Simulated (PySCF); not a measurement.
**As: excitation energy**

As [Ar] 3d10 4s2 4p3 (4S) → As [Ar] 3d10 4s1 4p3 4d1 (6D), as a difference of total energies. Computed with PySCF 2.14 in x2c-TZVPPall with one added diffuse shell each of s, p, d type (7s6p5d1f, 57 functions), with scalar relativity by spin-free X2C-1e. Correlated levels: valence: [Ar] 3d10 frozen. The calculations carry no spin-orbit coupling.

```
           method  excitation energy (eV)
              UHF                  13.108
    MP2 (valence)                  14.418
SCS-MP2 (valence)                  14.754
   CCSD (valence)                  14.613
CCSD(T) (valence)                  14.678
```

**Question.** How much does correlation contribute at CCSD(T) (valence)?

**Answer.** 14.678 − (13.108) = 1.570 eV, measured against UHF.

The upper state lies above the first ionisation limit, but in LS coupling its spin forbids autoionisation to the ground ion.

The promoted electron is Rydberg-like, and one or two diffuse shells describe it only roughly, which tends to raise the upper state.
